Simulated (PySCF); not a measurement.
C2H4BNO2, SMILES OB1C=NCO1. The structure is a stationary point at B3LYP-D3(BJ)/def2-SVP. The structure was generated by enumeration, and PubChem lists no compound with its InChIKey, so it may never have been made. One conformer was computed; it need not be the lowest.

Problem. Give the equilibrium geometry at B3LYP-D3(BJ)/def2-SVP (PySCF confirms it by a frequency run) as bond lengths and angles, and its point group. (The exact figures need the calculation; the answer reports its results.)

Solution. This is not unique; one that fits is point group Cs.
Atoms: O1 B2 C3 N4 C5 O6 H7 H8 H9 H10. Bond lengths (Å): O1–B2 1.351, O1–H7 0.967, B2–C3 1.576, B2–O6 1.371, C3–N4 1.287, C3–H8 1.097, N4–C5 1.442, C5–O6 1.427, C5–H9 1.104, C5–H10 1.104. Angles (°): B2–O1–H7 113.0, O1–B2–C3 130.1, O1–B2–O6 124.8, C3–B2–O6 105.1, B2–C3–N4 108.9, B2–C3–H8 131.8, N4–C3–H8 119.3, C3–N4–C5 108.4, N4–C5–O6 110.1, N4–C5–H9 109.8, N4–C5–H10 109.8, O6–C5–H9 109.5, O6–C5–H10 109.5, H9–C5–H10 108.1, B2–O6–C5 107.5.
